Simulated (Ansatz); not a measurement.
Z-matrix (Å, degrees):
```
Hf
F 1 1.883
Br 1 2.486 2 109.4
Br 1 2.486 2 109.4 3 121.9
F 1 1.883 2 108.1 3 -119.0
```

Charge 0, multiplicity 1. Hf takes the def2 core potential.

(1) List the PBE/def2-TZVPP orbital energies in eV (the Gaussian-basis code of Ansatz). (Best estimate.)

Answers

(1) Computed: Occupied: -13089.32, -13089.32, -1682.46, -1682.46, -1516.80, -1516.80, -1516.78, -1516.78, -1516.78, -1516.78, -660.40, -660.40, -229.24, -229.24, -171.32, -171.32, -171.25, -171.25, -171.25, -171.25, -68.01, -68.01, -67.99, -67.99, -67.98, -67.98, -67.93, -67.93, -67.93, -67.93, -65.72, -36.01, -35.71, -35.35, -28.96, -28.60, -19.48, -19.35, -11.48, -11.39, -10.96, -10.90, -10.76, -10.35, -9.36, -8.85, -8.32, -8.02, -8.00, -7.78. Lowest empty: -2.64, -2.44, -1.92, -1.40, -1.33, -1.30, 1.57, 1.70.
